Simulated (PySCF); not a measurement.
**UHF on Ru (ruthenium, neutral)**

Configuration: [Kr] 4d8, high-spin 3F determinant (an excited configuration). Calculation: PySCF 2.14, in x2c-TZVPPall; the spin-free X2C one-electron Hamiltonian (Gaussian nucleus).

```json
{
  "Total energy": "-4527.906443 hartree",
  "One-electron energy": "-6251.7945 hartree",
  "Hartree (Coulomb) energy": "1856.5391 hartree",
  "Exchange energy": "-132.6510 hartree",
  "⟨S²⟩": "2.0083",
  "⟨L²⟩": "12.058",
  "Sum of ⟨r⟩": "31.24 bohr",
  "Sum of ⟨r²⟩": "46.58 bohr²",
  "Langevin diamagnetic susceptibility": "-36.9 ×10⁻⁶ cm³/mol"
}
```

```csv
shell,electrons,mean orbital energy (hartree),spread (hartree),"rms radius, mean of both spins (bohr)"
1s β,1,-816.97208,0,0.0384
1s α,1,-816.97144,0,0.0384
2s α,1,-120.28753,0,0.158
2s β,1,-120.27078,0,0.158
2p α,3,-107.51513,0,0.140
2p β,3,-107.49857,0,0.140
3s α,1,-22.33758,0,0.428
3s β,1,-22.32945,0,0.428
3p α,3,-18.02368,0,0.432
3p β,3,-18.01342,0,0.432
3d α,5,-11.07630,0.00890,0.418
3d β,5,-11.05166,0.03188,0.418
4s α,1,-3.37284,0,1.10
4s β,1,-3.26681,0,1.10
4p α,3,-2.10618,0,1.23
4p β,3,-1.96635,0,1.23
4d α,5,-0.29718,0.03669,1.99
4d β,3,-0.23807,0,1.99
```

Densities and radii are taken from the X2C orbitals without a picture-change correction, which distorts them close to the nucleus.

Spin-orbit constants ζ (cm⁻¹) from the X2C one-electron operator on these orbitals: bare nucleus, nucleus screened by l(l+1)(2l+1)/3 electrons, and screened by the Breit-Pauli mean field of the electrons.

```csv
shell,bare,screened nucleus,mean field
2p,709500,677300,662900
3p,122000,116500,113600
3d,17540,13550,12920
4p,16700,15940,15500
4d,1218,941.0,865.8
```

To first order the Landé constant is A = -432.9 cm⁻¹, so the lowest level has J = 4 and lies 0.161 eV below the centre of the term. This holds in LS coupling only.
